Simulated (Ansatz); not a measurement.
`C[N](C)[Hf]([F])([F])[F]` + `[NH2][Hf]([NH2])([OH])[Cl]` → `[NH2][Hf]([F])([F])[F]` + `C[N](C)[Hf]([NH2])([OH])[Cl]`  (redistribution)

Program: Ansatz. Geometries: PBE0-D4/def2-TZVP. ΔE: electronic, gas phase. CBS: MP2 limit from def2 TZ/QZ plus the TZ coupled-cluster correction, frozen cores. Functionals use def2-TZVPP. def2 core potentials past Kr. For Hf outer-core shells are correlated without core-valence functions, which leaves a few kJ/mol of doubt a bond. One conformer a species, not always the lowest.

```tsv
species	PBE-QIDH energy (Eh)
`C[N](C)[Hf]([F])([F])[F]`	-482.02017
`[NH2][Hf]([NH2])([OH])[Cl]`	-695.74235
`[NH2][Hf]([F])([F])[F]`	-403.49572
`C[N](C)[Hf]([NH2])([OH])[Cl]`	-774.26718
```

(1) Work out ΔE.

Largest T1 diagnostic among the species: 0.016.

## Answers

(1) ΔE = (-403.49572) + (-774.26718) − (-482.02017) − (-695.74235) = -0.00038 Eh = -1.0 kJ/mol. CCSD(T)/CBS gives -1.2 kJ/mol.

Leaving LDA and LC-ωPBE aside and taking each functional with its dispersion term where it has one, the values, not all of them listed here, spread over 3.1 kJ/mol, from revPBE-D4 to B2PLYP. The D4 term adds −3.2 kJ/mol with B3LYP and −2.1 kJ/mol with PBE0; it sums over pairs of atoms, weighted by their polarisabilities, and B3LYP, whose exchange is more repulsive, gets the larger term. In def2-TZVPP, CCSD(T) changes the Hartree–Fock value by −4.9 kJ/mol (the triples alone add −1.1 kJ/mol) and MP2 by −5.6 kJ/mol.

B3LYP here is the variant with VWN-RPA as its local correlation; programs differ in this.
